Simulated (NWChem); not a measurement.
C$_{3}$H$_{5}$B; SMILES C#CBC

Computed with NWChem. Pople sets run with spherical d functions. Coordinates come from a PBE0/def2-SVP optimisation. Field at 589 nm.

**Question.** Estimate the computed values for B3LYP/6-31G*. Quantities: isotropic polarisability (bohr³); anisotropy (bohr³).

**Answer.** 
| Quantity | Result |
|---|---|
| isotropic polarisability (bohr³) | 42.4 |
| anisotropy (bohr³) | 42.6 |
